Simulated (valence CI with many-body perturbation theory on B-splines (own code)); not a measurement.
## Missing levels of Se XIII

Computed by relativistic CI+MBPT: four valence electrons over a frozen Dirac-Fock core [Ar], radial functions for each j: 9 s, 9 p, 10 d, 8 f, 5 g, 3 h, 1 i, with the one-electron correlation potential Σ1, the two-electron term Σ2, the three-electron term Σ3, Breit, model QED; selected CI, second order for the rest, scaled by the run's own slope (own B-spline code, finite nucleus).

No measured levels were compared; by estimate terms of the open shell hold to 2 to 4 % of their energy, and close levels can change places. Core correlation moves these levels by up to 6700 cm⁻¹, and in measured spectra 5 to 20 % of such shifts remained as error; rates that hang on mixing are uncertain with them. Only levels of the ground parity were solved; by the run's estimate the other parity begins above the list, which can be wrong where configurations are misplaced.

| Level | E (cm⁻¹) |
| --- | --- |
| 3d4 5D_0 | 0.0 |
| 3d4 5D_1 | 1464 |
| 3d4 5D_2 | 3809 |
| 3d4 5D_3 | ? |
| 3d4 5D_4 | 9727 |
| 3d4 3P_0 [a] | 45124 |
| 3d4 3H_4 | ? |
| 3d4 3H_5 | 52437 |
| 3d4 3P_1 [a] | 52536 |
| 3d4 3H_6 | 54872 |
| 3d4 3F_3 [a] | ? |
| 3d4 3F_2 [a] | 56533 |
| 3d4 3F_4 [a] | 57932 |
| 3d4 3P_2 [a] | ? |
| 3d4 3G_3 | 64557 |
| 3d4 3G_4 | 65210 |
| 3d4 3G_5 | ? |
| 3d4 3D_3 | 76946 |
| 3d4 3D_2 | 78055 |
| 3d4 1I_6 | ? |

Names give the largest LS component (configuration and term), which can be under half, so a name can repeat, a term be missing and a line seem to break the LS rules; names also repeat where a configuration has a term twice. Letters in brackets count levels of one name in rising energy.

(1) The levels stand in rising order. What does the calculation give for the missing energies?

Answers

(1) 3d4 5D_3 6635; 3d4 3H_4 48947; 3d4 3F_3 [a] 55648; 3d4 3P_2 [a] 61883; 3d4 3G_5 67808; 3d4 1I_6 78383.
